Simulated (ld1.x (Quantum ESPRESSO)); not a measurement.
Configuration tests for Mn (Z = 25) (ultrasoft)

Mn (Z = 25), ultrasoft, made with ld1.x (Quantum ESPRESSO) 7.5 (PBE, scalar-relativistic). Core [Ne], reference 3s2 3p6 3d5 4s1 4p1. Waves: 3s (bound): rcut 1.15, rcutus 1.35 bohr; 4s (bound): rcut 1.15, rcutus 1.35 bohr; 3p (bound): rcut 1.25, rcutus 1.40 bohr; 4p (bound): rcut 1.25, rcutus 1.40 bohr; 3d (bound): rcut 1.20, rcutus 1.50 bohr; 3d channel at 0.2 Ry: rcut 1.20, rcutus 1.50 bohr. Local part: all-electron potential smoothed inside 1.20 bohr (lloc = -2). Core correction: Bessel-smoothed model core inside 1.15 bohr. Augmentation charge: built from norm-conserving waves at rcut, not smoothed further.

Energies are relative to the spin-unpolarised reference configuration 3s2 3p6 3d5 4s1 4p1; without spin polarisation the order of configurations can differ from experiment.

```tsv
valence configuration	charge	ΔE all-electron (eV)	error AE − PS (meV)
3s2 3p6 3d5 4s2 4p0	0	-3.857	-769
3s2 3p6 3d5 4s1 4p0	+1	4.559	+337
3s2 3p6 3d5 4s0 4p0	+2	20.158	+2596
3s2 3p6 3d4 4s0 4p0	+3	52.677	+2469
3s1 3p6 3d5 4s2 4p0	+1	89.649	-3028
3s2 3p6 3d5.5 4s1.5 4p0	0	-4.339	+271
```

Problem. What are ΔE and the potential's error for 3s2 3p6 3d4 4s2 4p1?

Solution. ΔE = 3.944 eV all-electron; the error (AE − PS) is -2920 meV.

These tests converged, but a pseudo level misses the all-electron one widely, so the file describes the atom poorly there or has found another state: 3s2 3p6 3d5 4s2 4p0: 3d by 1.6 eV; 3s2 3p6 3d5 4s0 4p0: empty 4s by 13.2 eV (a node warning on the way); 3s2 3p6 3d4 4s0 4p0: empty 4s by 5.1 eV; 3s2 3p6 3d4 4s2 4p1: 3d by 2.8 eV; 3s1 3p6 3d5 4s2 4p0: 3d by 2.4 eV; 3s2 3p6 3d5.5 4s1.5 4p0: 3d by 1.1 eV.

A Bessel basis up to 400 Ry misses an occupied level by 0.94 Ry, so cutoffs and ghosts were not judged. The potential misses its own reference levels by up to 1.5 eV, so it is not fit for use.
